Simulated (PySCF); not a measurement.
CH₂Cl₆Si₂, charge -1, doublet, geometry from GFN2-xTB (a state made from the parent by changing its charge; the spin is typed, not shown lowest); DF-BLYP/pcseg-1 (PySCF).

PySCF was given this input:
```python
from pyscf import gto, scf, dft

mol = gto.Mole()
mol.atom = '''
    Cl    3.08799008   -0.39677225   -1.26569421
    Si    1.47398113    0.29321702   -0.19461162
    Cl    2.17933231    0.66766398    1.66884890
    Cl    0.97661910    2.06905610   -1.02181231
    C     0.10544345   -0.99510331   -0.21573527
    Si   -1.63560367   -0.25343323    0.20330251
    Cl   -2.05187644    0.25737694   -1.98728099
    Cl   -1.20310332   -0.20377725    2.43948372
    Cl   -2.91612256   -1.88424425    0.27626352
    H     0.33616261   -1.78103735    0.50587682
    H     0.05562643   -1.46347131   -1.19988467
'''
mol.basis = 'pcseg-1'
mol.charge = -1
mol.spin = 1
mol.verbose = 4
mol.build()

mf = dft.UKS(mol)
mf.xc = 'blyp'
mf = mf.density_fit(auxbasis='def2-universal-jkfit')
mf.kernel()
mf.analyze()
```

The log (banner, timings and long lists left out):

```
PySCF version 2.14.0

[INPUT] verbose = 4
[INPUT] num. atoms = 11
[INPUT] num. electrons = 139
[INPUT] charge = -1
[INPUT] spin (= nelec alpha-beta = 2S) = 1
[INPUT] symmetry False subgroup None
[INPUT] Mole.unit = angstrom
[INPUT] Symbol           X                Y                Z      unit          X                Y                Z       unit  Magmom
[...]
nuclear repulsion = 1313.9225671656
number of shells = 31
number of NR pGTOs = 391
number of NR cGTOs = 168
basis = pcseg-1
ecp = {}

******** <class 'pyscf.df.df_jk.DFUKS'> ********
method = DFUKS
initial guess = minao
damping factor = 0
level_shift factor = 0
DIIS = <class 'pyscf.scf.diis.CDIIS'>
diis_start_cycle = 1
diis_space = 8
diis_damp = 0
SCF conv_tol = 1e-09
SCF conv_tol_grad = None
SCF max_cycles = 50
direct_scf = False
number electrons alpha = 70  beta = 69
XC library pyscf.dft.libxc version 7.1.2
    S. Lehtola, C. Steigemann, M. J. T. Oliveira, and M. A. L. Marques,  SoftwareX 7, 1–5 (2018)
XC functionals = blyp
    A. D. Becke,  Phys. Rev. A 38, 3098 (1988)
    C. Lee, W. Yang, and R. G. Parr,  Phys. Rev. B 37, 785 (1988)
    B. Miehlich, A. Savin, H. Stoll, and H. Preuss,  Chem. Phys. Lett. 157, 200 (1989)
radial grids:
    Treutler-Ahlrichs [JCP 102, 346 (1995); DOI:10.1063/1.469408] (M4) radial grids

becke partition: Becke, JCP 88, 2547 (1988); DOI:10.1063/1.454033
pruning grids: <function nwchem_prune>
grids dens level: 3
symmetrized grids: False
atomic radii adjust function: <function treutler_atomic_radii_adjust>
small_rho_cutoff = 0
Set gradient conv threshold to 3.16228e-05
tot grids = 185376
init E= -3380.31377089923

cycle= 1 E= -3379.54137554418  delta_E= 0.772  |g|= 0.503  |ddm|= 2.97
cycle= 2 E= -3379.3221565532  delta_E= 0.219  |g|= 0.783  |ddm|= 1.91
cycle= 3 E= -3379.69174558564  delta_E= -0.37  |g|= 0.0903  |ddm|= 1.21
cycle= 4 E= -3379.69662909715  delta_E= -0.00488  |g|= 0.0262  |ddm|= 0.188
cycle= 5 E= -3379.69686340278  delta_E= -0.000234  |g|= 0.018  |ddm|= 0.0599
cycle= 6 E= -3379.69705227328  delta_E= -0.000189  |g|= 0.0019  |ddm|= 0.0269
cycle= 7 E= -3379.69705418643  delta_E= -1.91e-06  |g|= 0.000787  |ddm|= 0.00379
cycle= 8 E= -3379.697054532  delta_E= -3.46e-07  |g|= 0.000267  |ddm|= 0.0017
cycle= 9 E= -3379.6970545776  delta_E= -4.56e-08  |g|= 9.2e-05  |ddm|= 0.000614
cycle= 10 E= -3379.69705458257  delta_E= -4.97e-09  |g|= 1.92e-05  |ddm|= 0.000171
cycle= 11 E= -3379.69705458275  delta_E= -1.84e-10  |g|= 1.05e-05  |ddm|= 5.13e-05
Extra cycle  E= -3379.69705458268  delta_E= 6.91e-11  |g|= 1.49e-05  |ddm|= 4.11e-05
converged SCF energy = -3379.69705458268  <S^2> = 0.75145791  2S+1 = 2.0014574
**** SCF Summaries ****
Total Energy =                       -3379.697054582683904
Nuclear Repulsion Energy =            1313.922567165602686
One-electron Energy =                -7311.302399789035007
Two-electron Energy =                 2617.682778040747962
Two-electron Coulomb Energy =         2835.592067359705652
DFT Exchange-Correlation Energy =     -217.909289318957576
**** MO energy ****
                             alpha | beta                alpha | beta
[...]
To work with the spin densities directly, `use mulliken_meta_spin()` only printing them here.

 ** Mulliken spin pop alpha/beta on meta-lowdin orthogonal AOs **
 ** Mulliken Spin Density (per AO)  **
spin_pop of  0 Cl 1s        0.00000
spin_pop of  0 Cl 2s        0.00000
spin_pop of  0 Cl 3s       -0.00002
spin_pop of  0 Cl 4s        0.00004
spin_pop of  0 Cl 2px       0.00000
spin_pop of  0 Cl 2py       0.00000
spin_pop of  0 Cl 2pz      -0.00000
spin_pop of  0 Cl 3px      -0.00005
spin_pop of  0 Cl 3py       0.00006
spin_pop of  0 Cl 3pz      -0.00001
spin_pop of  0 Cl 4px      -0.00000
spin_pop of  0 Cl 4py       0.00000
spin_pop of  0 Cl 4pz      -0.00000
spin_pop of  0 Cl 3dxy      0.00001
spin_pop of  0 Cl 3dyz      0.00000
spin_pop of  0 Cl 3dz^2     0.00000
spin_pop of  0 Cl 3dxz      0.00000
spin_pop of  0 Cl 3dx2-y2    0.00000
spin_pop of  1 Si 1s        0.00000
spin_pop of  1 Si 2s        0.00000
spin_pop of  1 Si 3s       -0.00052
spin_pop of  1 Si 4s        0.00048
spin_pop of  1 Si 2px       0.00000
spin_pop of  1 Si 2py      -0.00000
spin_pop of  1 Si 2pz       0.00000
spin_pop of  1 Si 3px      -0.00056
spin_pop of  1 Si 3py      -0.00036
spin_pop of  1 Si 3pz      -0.00012
spin_pop of  1 Si 4px       0.00002
spin_pop of  1 Si 4py       0.00000
spin_pop of  1 Si 4pz      -0.00002
spin_pop of  1 Si 3dxy      0.00000
spin_pop of  1 Si 3dyz      0.00000
spin_pop of  1 Si 3dz^2     0.00001
spin_pop of  1 Si 3dxz     -0.00001
spin_pop of  1 Si 3dx2-y2   -0.00002
spin_pop of  2 Cl 1s        0.00000
spin_pop of  2 Cl 2s        0.00000
spin_pop of  2 Cl 3s       -0.00000
spin_pop of  2 Cl 4s       -0.00000
spin_pop of  2 Cl 2px      -0.00000
spin_pop of  2 Cl 2py       0.00000
spin_pop of  2 Cl 2pz       0.00000
spin_pop of  2 Cl 3px      -0.00001
spin_pop of  2 Cl 3py      -0.00002
spin_pop of  2 Cl 3pz      -0.00002
spin_pop of  2 Cl 4px      -0.00000
spin_pop of  2 Cl 4py      -0.00000
spin_pop of  2 Cl 4pz       0.00001
spin_pop of  2 Cl 3dxy     -0.00000
spin_pop of  2 Cl 3dyz      0.00000
spin_pop of  2 Cl 3dz^2    -0.00000
spin_pop of  2 Cl 3dxz      0.00001
spin_pop of  2 Cl 3dx2-y2   -0.00000
spin_pop of  3 Cl 1s        0.00000
spin_pop of  3 Cl 2s        0.00000
spin_pop of  3 Cl 3s        0.00004
spin_pop of  3 Cl 4s        0.00008
spin_pop of  3 Cl 2px       0.00000
spin_pop of  3 Cl 2py      -0.00000
spin_pop of  3 Cl 2pz       0.00000
spin_pop of  3 Cl 3px       0.00062
spin_pop of  3 Cl 3py      -0.00002
spin_pop of  3 Cl 3pz       0.00019
spin_pop of  3 Cl 4px       0.00001
spin_pop of  3 Cl 4py       0.00001
spin_pop of  3 Cl 4pz       0.00003
spin_pop of  3 Cl 3dxy      0.00000
spin_pop of  3 Cl 3dyz      0.00000
spin_pop of  3 Cl 3dz^2    -0.00000
spin_pop of  3 Cl 3dxz      0.00002
spin_pop of  3 Cl 3dx2-y2    0.00005
spin_pop of  4 C 1s       -0.00000
spin_pop of  4 C 2s        0.00354
spin_pop of  4 C 3s       -0.00003
spin_pop of  4 C 2px       0.01025
spin_pop of  4 C 2py       0.00649
spin_pop of  4 C 2pz       0.00164
spin_pop of  4 C 3px      -0.00014
spin_pop of  4 C 3py       0.00057
spin_pop of  4 C 3pz       0.00001
spin_pop of  4 C 3dxy      0.00002
spin_pop of  4 C 3dyz     -0.00000
spin_pop of  4 C 3dz^2     0.00003
spin_pop of  4 C 3dxz      0.00000
spin_pop of  4 C 3dx2-y2    0.00001
spin_pop of  5 Si 1s        0.00000
spin_pop of  5 Si 2s       -0.00000
spin_pop of  5 Si 3s        0.27661
spin_pop of  5 Si 4s        0.00449
spin_pop of  5 Si 2px      -0.00000
spin_pop of  5 Si 2py       0.00001
spin_pop of  5 Si 2pz      -0.00000
spin_pop of  5 Si 3px       0.05270
spin_pop of  5 Si 3py       0.30099
spin_pop of  5 Si 3pz       0.00684
spin_pop of  5 Si 4px       0.00006
spin_pop of  5 Si 4py       0.00053
spin_pop of  5 Si 4pz      -0.00005
spin_pop of  5 Si 3dxy     -0.00050
spin_pop of  5 Si 3dyz      0.00036
spin_pop of  5 Si 3dz^2     0.00219
spin_pop of  5 Si 3dxz      0.00023
spin_pop of  5 Si 3dx2-y2    0.00056
spin_pop of  6 Cl 1s        0.00000
spin_pop of  6 Cl 2s        0.00000
spin_pop of  6 Cl 3s        0.00591
spin_pop of  6 Cl 4s        0.00019
spin_pop of  6 Cl 2px      -0.00000
spin_pop of  6 Cl 2py       0.00000
spin_pop of  6 Cl 2pz       0.00001
spin_pop of  6 Cl 3px      -0.00092
spin_pop of  6 Cl 3py       0.00760
spin_pop of  6 Cl 3pz       0.12906
spin_pop of  6 Cl 4px      -0.00014
spin_pop of  6 Cl 4py      -0.00007
spin_pop of  6 Cl 4pz       0.00191
spin_pop of  6 Cl 3dxy     -0.00000
spin_pop of  6 Cl 3dyz      0.00024
spin_pop of  6 Cl 3dz^2     0.00015
spin_pop of  6 Cl 3dxz      0.00004
spin_pop of  6 Cl 3dx2-y2   -0.00001
spin_pop of  7 Cl 1s        0.00000
spin_pop of  7 Cl 2s        0.00000
spin_pop of  7 Cl 3s        0.00595
spin_pop of  7 Cl 4s        0.00018
spin_pop of  7 Cl 2px       0.00000
spin_pop of  7 Cl 2py       0.00000
spin_pop of  7 Cl 2pz       0.00001
spin_pop of  7 Cl 3px       0.01469
spin_pop of  7 Cl 3py       0.02607
spin_pop of  7 Cl 3pz       0.09438
spin_pop of  7 Cl 4px       0.00012
spin_pop of  7 Cl 4py       0.00016
spin_pop of  7 Cl 4pz       0.00135
spin_pop of  7 Cl 3dxy      0.00003
spin_pop of  7 Cl 3dyz      0.00035
spin_pop of  7 Cl 3dz^2    -0.00006
spin_pop of  7 Cl 3dxz      0.00011
spin_pop of  7 Cl 3dx2-y2    0.00000
spin_pop of  8 Cl 1s        0.00000
spin_pop of  8 Cl 2s        0.00000
spin_pop of  8 Cl 3s        0.00015
spin_pop of  8 Cl 4s        0.00063
spin_pop of  8 Cl 2px      -0.00000
spin_pop of  8 Cl 2py       0.00000
spin_pop of  8 Cl 2pz       0.00000
spin_pop of  8 Cl 3px      -0.00040
spin_pop of  8 Cl 3py       0.03384
spin_pop of  8 Cl 3pz       0.00034
spin_pop of  8 Cl 4px       0.00023
spin_pop of  8 Cl 4py       0.00132
spin_pop of  8 Cl 4pz       0.00002
spin_pop of  8 Cl 3dxy     -0.00002
spin_pop of  8 Cl 3dyz      0.00001
spin_pop of  8 Cl 3dz^2     0.00008
spin_pop of  8 Cl 3dxz     -0.00001
spin_pop of  8 Cl 3dx2-y2    0.00016
spin_pop of  9 H 1s        0.00387
spin_pop of  9 H 2s        0.00118
spin_pop of  9 H 2px       0.00002
spin_pop of  9 H 2py       0.00000
spin_pop of  9 H 2pz       0.00000
spin_pop of  10 H 1s        0.00295
spin_pop of  10 H 2s        0.00092
spin_pop of  10 H 2px       0.00002
spin_pop of  10 H 2py       0.00000
spin_pop of  10 H 2pz      -0.00000
 ** Mulliken Spin Density (per atom)  **
spin density of  0 Cl =      0.00002
spin density of  1 Si =     -0.00110
spin density of  2 Cl =     -0.00004
spin density of  3 Cl =      0.00103
spin density of  4 C =      0.02239
spin density of  5 Si =      0.64502
spin density of  6 Cl =      0.14397
spin density of  7 Cl =      0.14335
spin density of  8 Cl =      0.03638
spin density of  9 H =      0.00508
spin density of  10 H =      0.00390
 ** Mulliken pop alpha/beta on meta-lowdin orthogonal AOs **
 ** Mulliken pop       alpha | beta **
In total            70.00000 | 69.00000
 ** Mulliken atomic charges   ( Nelec_alpha | Nelec_beta ) **
charge of  0Cl =     -0.31103  (     8.65552      8.65550 )
charge of  1Si =      0.90678  (     6.54606      6.54716 )
charge of  2Cl =     -0.26638  (     8.63317      8.63321 )
charge of  3Cl =     -0.25347  (     8.62725      8.62622 )
charge of  4C =     -0.62196  (     3.32217      3.29978 )
charge of  5Si =      0.57222  (     7.03640      6.39138 )
charge of  6Cl =     -0.47484  (     8.80941      8.66543 )
charge of  7Cl =     -0.46767  (     8.80551      8.66216 )
charge of  8Cl =     -0.33742  (     8.68690      8.65052 )
charge of  9H =      0.12593  (     0.43957      0.43450 )
charge of  10H =      0.12782  (     0.43804      0.43414 )

WARN: System has nonzero charge -1; the dipole moment is origin-dependent.
Location of origin: [0. 0. 0.]

Dipole moment(X, Y, Z, Debye):  5.29767,  0.11927, -0.66245
```
